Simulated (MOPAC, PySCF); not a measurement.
C10H8SSi, SMILES `C#Cc1cc([SiH3])c2sccc2c1`, neutral singlet in the gas phase. 

Cartesian coordinates (Å):
```xyz
20

C     -2.7433    -3.3615    -0.1542
C     -2.0065    -2.3825    -0.1140
C     -1.1415    -1.2451    -0.0667
C      0.2700    -1.4299     0.0449
C      1.1637    -0.3500     0.0954
Si     3.0236    -0.6392     0.2433
C      0.6018     0.9476     0.0303
S      1.4756     2.4665     0.0718
C     -0.0108     3.3739    -0.0578
C     -1.1250     2.5768    -0.1300
C     -0.8061     1.1719    -0.0818
C     -1.6701     0.0587    -0.1294
H     -3.3933    -4.2241    -0.1896
H      0.6525    -2.4605     0.0917
H      3.5572     0.0078     1.4932
H      3.2778    -2.1191     0.2878
H      3.7437    -0.0331    -0.9315
H      0.0350     4.4701    -0.0728
H     -2.1476     2.9689    -0.2152
H     -2.7568     0.2028    -0.2154
```
Charge 0, spin multiplicity 1.

All levels are single points at this geometry (PBE-D3(BJ)/def2-SVP); Pople sets use spherical d functions. Orbital energies aren't observables, and empty levels follow the basis.

```json
[
 {"level": "PBE-D3(BJ)/def2-TZVP in PySCF", "HOMO (eV)": "-5.63", "LUMO (eV)": "-2.21", "gap (eV)": "3.42", "dipole (D)": "1.32", "vertical IE, Delta-SCF (eV)": "–"},
 {"level": "B3LYP/LANL2DZ in PySCF", "HOMO (eV)": "-6.29", "LUMO (eV)": "-1.31", "gap (eV)": "4.98", "dipole (D)": "1.10", "vertical IE, Delta-SCF (eV)": "–"},
 {"level": "M06-2X/6-31G* in PySCF", "HOMO (eV)": "-7.30", "LUMO (eV)": "-0.26", "gap (eV)": "7.04", "dipole (D)": "1.20", "vertical IE, Delta-SCF (eV)": "–"},
 {"level": "HF/3-21G in PySCF", "HOMO (eV)": "-8.38", "LUMO (eV)": "2.42", "gap (eV)": "10.79", "dipole (D)": "1.49", "vertical IE, Delta-SCF (eV)": "–"},
 {"level": "HF/6-31G* in PySCF", "HOMO (eV)": "-8.17", "LUMO (eV)": "2.44", "gap (eV)": "10.61", "dipole (D)": "1.43", "vertical IE, Delta-SCF (eV)": "–"},
 {"level": "PM3 in MOPAC", "HOMO (eV)": "-8.59", "LUMO (eV)": "-0.47", "gap (eV)": "8.12", "dipole (D)": "0.62", "vertical IE, Delta-SCF (eV)": "–"}
]
```
